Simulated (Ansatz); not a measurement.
Isolated molecules relaxed with PBE0-D4/def2-TZVP in Ansatz; ΔE leaves out vibrations. CCSD(T)/CBS is the MP2 limit (def2-TZVPP, def2-QZVPP) plus CCSD(T) − MP2 in def2-TZVPP, frozen cores. Functionals use def2-TZVPP. For Ge outer-core shells are correlated without core-valence functions, which leaves a few kJ/mol of doubt a bond. Scalar relativity is left out up to krypton. Each species was taken in one conformer, which may not be the lowest.

Consider the substitution at a C–Ge bond: `[CH3][Ge]([OH])([OH])[F]` + `[OH][GeH3]` → `C[O][GeH3]` + `[OH][GeH]([OH])[F]`.

`[CH3][Ge]([OH])([OH])[F]`:

Z-matrix (Å, degrees):
```
C
Ge 1 1.916
H 1 1.089 2 109.8
H 1 1.090 2 109.3 3 -120.2
H 1 1.090 2 109.4 3 120.1
O 2 1.755 1 109.6 3 172.2
O 2 1.764 1 115.8 3 -64.4
F 2 1.742 1 110.2 3 52.7
H 6 0.961 2 112.7 1 164.7
H 7 0.961 2 111.7 1 113.3
```

`[OH][GeH3]`:

```xyz
6

O     0.486    0.890   -0.924
Ge   -0.060   -0.396    0.184
H     0.165    1.757   -0.671
H     0.552   -1.676   -0.391
H    -1.599   -0.461    0.194
H     0.456   -0.115    1.609
```

`C[O][GeH3]`:

Z-matrix (Å, degrees):
```
C
O 1 1.406
H 1 1.099 2 112.2
H 1 1.093 2 108.1 3 119.0
H 1 1.099 2 112.2 3 -122.0
Ge 2 1.779 1 117.8 3 61.0
H 6 1.542 2 108.9 1 -59.8
H 6 1.531 2 104.9 1 -180.0
H 6 1.542 2 108.9 1 59.9
```

`[OH][GeH]([OH])[F]`:

Z-matrix (Å, degrees):
```
Ge
O 1 1.748
F 1 1.736 2 110.1
O 1 1.758 2 108.4 3 -114.0
H 1 1.522 2 108.9 3 118.9
H 2 0.961 1 112.8 3 77.0
H 4 0.961 1 112.4 2 136.9
```

CCSD(T)/CBS gives +1.12 eV.

Another level gave +1.07 eV. Which?
A. MP2/def2-TZVPP
B. BLYP/def2-TZVPP
C. r2SCAN/def2-TZVPP
D. revPBE/def2-TZVPP

C. r2SCAN 1.07, revPBE 1.02, MP2/def2-TZVPP 1.15, BLYP 0.97 eV.

What do rigid-rotor, harmonic-oscillator terms from PBE0-D4/def2-TZVP frequencies (298.15 K, 1 bar) make of the CCSD(T)/CBS value? (An estimate is asked.)

Ansatz gave: ΔZPE = -0.01 eV, ΔH = +1.09 eV, ΔS = -6 J/(mol·K), ΔG = +1.11 eV.

Largest T1 diagnostic among the species: 0.012.

Leaving LDA and LC-ωPBE aside and taking each functional with its dispersion term where it has one, the values, not all of them listed here, spread over 0.12 eV, from BLYP-D4 to PBE-QIDH. In def2-TZVPP, CCSD(T) changes the Hartree–Fock value by +0.13 eV (the triples alone add +0.01 eV) and MP2 by +0.20 eV. From BLYP to BHLYP (50 % exact exchange), in def2-TZVPP and without D4, ΔE moves by +0.04 eV.
